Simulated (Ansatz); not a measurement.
Cost and result for the atomization energy of Cl3H3Si2, SMILES `Cl[SiH2][SiH](Cl)Cl` (8 atoms, 7 bonds).

Charge 0, multiplicity 1. All single points use the PBE0-D4/def2-TZVP geometry. It is one conformer, not always the lowest. Program: Ansatz. All runs use 4 threads of a server CPU on a shared host. Times are those of one run each, without the atoms' runs, and a repeat can differ threefold. Electronic energies, without spin–orbit coupling; frozen cores. CCSD(T)/CBS adds CCSD(T) − MP2 in def2-TZVPP to the MP2 limit, and its time is that of the two runs behind it. T1 = 0.010. B3LYP takes the VWN-RPA correlation (the form of Gaussian; ORCA's B3LYP/G).

CCSD(T)/CBS is a level of theory with its own doubt, some kJ/mol a heavy atom from the limit and from the frozen cores, so smaller differences don't rank the functionals.

| level | functions | wall time |
| --- | --- | --- |
| LDA (SPW92)/def2-TZVPP | 252 | 0.8 s |
| BLYP-D4/def2-TZVPP | 252 | 1.2 s |
| PBE-D4/def2-TZVPP (with forces) | 252 | 1.4 s |
| CCSD(T)/def2-SVP | 105 | 1.6 s |
| BHLYP-D4/def2-TZVPP | 252 | 2.1 s |
| PBE0-D4/def2-TZVPP | 252 | 2.2 s |
| PBE-QIDH/def2-TZVPP | 252 | 3.1 s |
| B3LYP-D4/def2-TZVPP (with forces) | 252 | 3.3 s |
| ωB97X-V/def2-TZVPP | 252 | 4.5 s |
| ωB97M-V/def2-TZVPP (with forces) | 252 | 7 s |
| MP2/def2-QZVPP | 440 | 10 s |
| CCSD(T)/def2-TZVPP | 252 | 31 s |
| CCSD(T)/CBS(def2) | – | 41 s |

**Question.** What atomization energy does each give, and how far from CCSD(T)/CBS? (An estimate is asked.)

**Answer.** The calculation gave: 
| level | atomization (kJ/mol) | difference from CCSD(T)/CBS | per bond |
| --- | --- | --- | --- |
| LDA (SPW92)/def2-TZVPP | 2719.2 | 284.6 | 40.7 |
| BLYP-D4/def2-TZVPP | 2368.9 | -65.7 | -9.4 |
| PBE-D4/def2-TZVPP (with forces) | 2431.2 | -3.4 | -0.5 |
| CCSD(T)/def2-SVP | 2198.9 | -235.7 | -33.7 |
| BHLYP-D4/def2-TZVPP | 2368.7 | -65.9 | -9.4 |
| PBE0-D4/def2-TZVPP | 2419.5 | -15.1 | -2.2 |
| PBE-QIDH/def2-TZVPP | 2417.9 | -16.7 | -2.4 |
| B3LYP-D4/def2-TZVPP (with forces) | 2395.2 | -39.4 | -5.6 |
| ωB97X-V/def2-TZVPP | 2454.2 | 19.6 | 2.8 |
| ωB97M-V/def2-TZVPP (with forces) | 2440.2 | 5.6 | 0.8 |
| MP2/def2-QZVPP | 2450.5 | 15.9 | 2.3 |
| CCSD(T)/def2-TZVPP | 2346.5 | -88.1 | -12.6 |
| CCSD(T)/CBS(def2) | 2434.6 | 0.0 | 0.0 |

From PBE to PBE0 (25 % exact exchange), in def2-TZVPP and without D4, the atomization energy moves by −7.9 kJ/mol: exact exchange takes away binding that semilocal exchange gives to molecules. The D4 term adds +47.1 kJ/mol with B3LYP and +24.9 kJ/mol with PBE0; it sums over pairs of atoms, weighted by their polarisabilities, and B3LYP, whose exchange is more repulsive, gets the larger term. In def2-TZVPP, CCSD(T) changes the Hartree–Fock value by +510.0 kJ/mol (the triples alone add +39.0 kJ/mol) and MP2 by +561.8 kJ/mol; breaking electron pairs costs correlation energy, which Hartree–Fock lacks.
